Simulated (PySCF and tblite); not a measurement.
Results of a calculation; reference values are marked as such.
C4H7NO2, numbered as in [NH2:1][C:2](=[O:3])[CH:4]1[CH2:5][O:6][CH2:7]1.

Conformers came from 200 starts (ETKDG, MMFF94s, GFN2-xTB); geometries are GFN2-xTB. Energies: PBE0-D3(BJ)/def2-SVP (IEF-PCM, water), with GFN2-xTB thermal terms (modes under about 100 cm⁻¹ blended into free rotors). Symmetry numbers and mirror images are counted. Conformers within 2.5 kcal/mol (GFN2-xTB free energy) were kept, 5 at most. Run with PySCF (density fitting) and tblite.

Rotational constants are equilibrium values for the commonest isotopes; dipoles come from the energy level named and are polarised by its solvent model.

Torsions listed: H1–N1–C2–O3, O3–C2–C4–C5. The 4-ring runs over atoms 4–5–6–7. Of a mirror pair one member is shown.

```
conformer                                                           shape   symmetry  weight %
        1                                          4-ring flat; -1°, 112°  C1 (pair)      93.6
        2  4-ring puckered (ring torsions -10, 10, -10, 10°); 180°, -133°         Cs       6.4
```

Sets of constants, in random order:

```
set  A (MHz)  B (MHz)  C (MHz)  abs μa (D)  abs μb (D)  abs μc (D)
  P     5469     2042     1651        1.82        4.87        2.20
  Q     5606     1995     1865        1.88        1.85        0.00
```

Question: Match each set to its conformer.

Answer: P is conformer 1, Q is conformer 2.


Conformer gaps in def2-SVP on xTB geometries can be 2 kcal/mol too large for S=O, P=O and other polar bonds.